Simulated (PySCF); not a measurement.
## Electron correlation in B⁻ (boron, charge -1)

[He] 2s2 2p2, high-spin 3P determinant. Calculation: PySCF 2.14, in aug-cc-pVTZ (5s4p3d2f, 46 functions); the non-relativistic Hamiltonian (point nucleus). Frozen: 1s2; 4 electrons correlated.

| level | correlation energy (mhartree) |
| --- | --- |
| CCSD | -82.28 |
| (T) | -3.65 |
| CCSD(T) | -85.93 |

Diagnostics: T1 = 0.021, D1 = 0.0376, largest double amplitude 0.104.

Cost of the coupled-cluster step: of the order of 0.8 core-seconds, for 4 correlated electrons.

Iterations:

```
CC2 = 0
CCSD nocc = (np.int64(3), np.int64(1)), nmo = (45, 45)
frozen orbitals [[0], [0]]
max_cycle = 100
direct = 0
conv_tol = 1e-08
conv_tol_normt = 1e-06
diis_space = 8
diis_start_cycle = 0
Init t2, MP2 energy = -0.0632610872729246
Init E_corr(UCCSD) = -0.0632610872741805
cycle = 1  E_corr(UCCSD) = -0.0755355194417374  dE = -0.0122744322  norm(t1,t2) = 0.0598756
cycle = 2  E_corr(UCCSD) = -0.0792518939951228  dE = -0.00371637455  norm(t1,t2) = 0.0277917
cycle = 3  E_corr(UCCSD) = -0.082264798053283  dE = -0.00301290406  norm(t1,t2) = 0.0160962
cycle = 4  E_corr(UCCSD) = -0.0822749789288831  dE = -1.01808756e-05  norm(t1,t2) = 0.00538735
cycle = 5  E_corr(UCCSD) = -0.0823055172180993  dE = -3.05382892e-05  norm(t1,t2) = 0.00140881
cycle = 6  E_corr(UCCSD) = -0.0822852638907386  dE = 2.02533274e-05  norm(t1,t2) = 0.000412024
cycle = 7  E_corr(UCCSD) = -0.082284870322699  dE = 3.9356804e-07  norm(t1,t2) = 0.000179294
cycle = 8  E_corr(UCCSD) = -0.0822861010149129  dE = -1.23069221e-06  norm(t1,t2) = 5.86469e-05
cycle = 9  E_corr(UCCSD) = -0.0822846082279875  dE = 1.49278693e-06  norm(t1,t2) = 1.92557e-05
cycle = 10  E_corr(UCCSD) = -0.0822848485664354  dE = -2.40338448e-07  norm(t1,t2) = 6.70484e-06
cycle = 11  E_corr(UCCSD) = -0.0822848903413014  dE = -4.1774866e-08  norm(t1,t2) = 2.84125e-06
cycle = 12  E_corr(UCCSD) = -0.0822848719366533  dE = 1.84046482e-08  norm(t1,t2) = 1.23804e-06
cycle = 13  E_corr(UCCSD) = -0.0822848455463039  dE = 2.63903494e-08  norm(t1,t2) = 4.40584e-07
cycle = 14  E_corr(UCCSD) = -0.0822848484211499  dE = -2.874846e-09  norm(t1,t2) = 1.00109e-07
UCCSD converged
E(UCCSD) = -24.60323193838942  E_corr = -0.08228484842114991
UCCSD(T) correction = -0.00364831118929973
```
